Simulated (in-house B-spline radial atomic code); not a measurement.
Settings and results of a run for the scandium ion Sc³⁺ (an excited or competing configuration). Computed with a radial B-spline atomic code at the basis-set limit: Dirac-Hartree-Fock, average of configuration, Fermi nucleus of rms radius 3.5459 fm.

Command:
```bash
python run_scf.py task.json out
```
Settings (nuclear radius in fm, mass in u):
```
Z                21
configuration    [He] 2s2 2p5 3s2 3p6 5d1
hamiltonian      dirac
method           hf
spin_polarised   False
nucleus          fermi
rms_radius       3.5459
atomic_mass      44.95591
speed_of_light   137.035999084
```

Output (hartree, bohr):
```
 radial grid: 74 intervals, B-splines of order 8, outer radius 39.1892 bohr

 iter        energy (Eh)    residual
    1       -737.7215188    4.97e-01
    2       -745.3683431    2.12e-01
    3       -745.6821656    8.42e-02
    4       -745.7337549    3.45e-02
    5       -745.7445715    7.66e-03
    6       -745.7448489    4.43e-04
    7       -745.7448516    4.11e-05
    8       -745.7448517    1.31e-06
    9       -745.7448517    5.16e-08

 total energy                     -745.744852
 kinetic                            753.08534
 electron-nucleus                 -1734.91163
 electron-electron                  236.08144

 first-order corrections (not in the total)
   Gaunt                            0.23492
   retardation                     -0.01881
   frequency dependence            -0.00034
   self-energy                      0.16202
   Uehling                         -0.01220
   Wichmann-Kroll                   0.00005
   recoil                           0.00742

 orbital      occ     eigenvalue          <r>       <r^2>       <1/r>       <r^4>       r_max    small
 1s1/2      2.000     -170.70686    0.0729058   0.0071457     20.7895 0.000131623     0.04781  5.66e-03
 2s1/2      2.000      -22.10750     0.335526    0.132894     4.40837   0.0308571      0.2798  1.01e-03
 2p1/2      1.667      -18.96181     0.302126     0.11353     4.28769   0.0289432      0.2282  9.67e-04
 2p3/2      3.333      -18.78084     0.304592    0.115266     4.23999   0.0297878      0.2302  9.58e-04
 3s1/2      2.000       -4.47599      1.00103     1.14598     1.39591     2.04339      0.8817  2.21e-04
 3p1/2      2.000       -3.42864      1.04437     1.27238     1.32944     2.66496      0.9048  2.11e-04
 3p3/2      4.000       -3.40379      1.05002     1.28598     1.31986     2.72059        0.91  2.09e-04
 5d3/2      0.400       -0.40459      6.71768     51.0942    0.209696      3598.3        6.92  1.54e-05
 5d5/2      0.600       -0.40442      6.72074     51.1412    0.209602     3604.82       6.924  1.54e-05
```

Cost of the run: 1.2 s on 1 thread of Arm Neoverse V1 (shared host).

For the Dirac Hamiltonian the kinetic term is c α·p + (β - 1)c².
